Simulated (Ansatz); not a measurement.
A further run on (BeTe)2 ring (Be2Te2).

```yaml
crystal:
  periodic: [false, false, false]
  atoms:
    - {symbol: Be, position_ang: [-0.031272, -0.966733, 0.384854]}
    - {symbol: Te, position_ang: [-1.480607, 0.544227, 1.246732]}
    - {symbol: Be, position_ang: [0.031275, 0.966737, -0.384862]}
    - {symbol: Te, position_ang: [1.480613, -0.544221, -1.246734]}
basis:
  gaussian: {orbitals: STO-3G, final_grid: {core_spheres: 8, valence_spheres: 7, degree: 23}, nuclear_model: gaussian}
hamiltonian: {xc: {name: PBEsol}, dispersion: d3bj}
scf: {lower_state_search: light}
output: {forces: true}
```

```sh
$ ansatz run in.yaml --threads 4 --pin off --events-out ev --progress --plain --max-ram 3916MiB
```

It prints (some lines left out):

```
Functional definition: PBEsol
690 factors; integrals over basis functions are off by at most 4.0e-4 eV
mean field evaluation 1: about -357030.5295 eV, gradient 5.8e0 eV
mean field evaluation 2: about -357030.1054 eV, gradient 1.1e1 eV
mean field evaluation 4: about -357030.7084 eV, gradient 2.7e-1 eV
mean field evaluation 8: about -357030.7000 eV, gradient 2.4e-3 eV
mean field -357030.70004998 eV, -13120.6362227365 hartree, gradient 4.7e-6 eV, S^2 0.000000; 0 other end points of the search recorded, 0 dependent functions left out
reference -357030.70008168 eV, -13120.6362239013 hartree; 56, 56 occupied and 8, 8 virtual orbitals, 690 factors
Total energy: -357030.78762329 eV, -13120.6394409961 hartree
Atom 0 at    -0.031272    -0.966733     0.384854 Å, force     0.022387     0.691909    -0.275445 eV/Å
Atom 1 at    -1.480607     0.544227     1.246732 Å, force     0.986281    -0.362528    -0.830496 eV/Å
Atom 2 at     0.031275     0.966737    -0.384862 Å, force    -0.022379    -0.691906     0.275454 eV/Å
Atom 3 at     1.480613    -0.544221    -1.246734 Å, force    -0.986289     0.362524     0.830487 eV/Å
Dipole moment:    -0.000001    -0.000000    -0.000001 e Å
```

Run time 0.6 s (4 threads of Arm Neoverse V1 on a shared host).
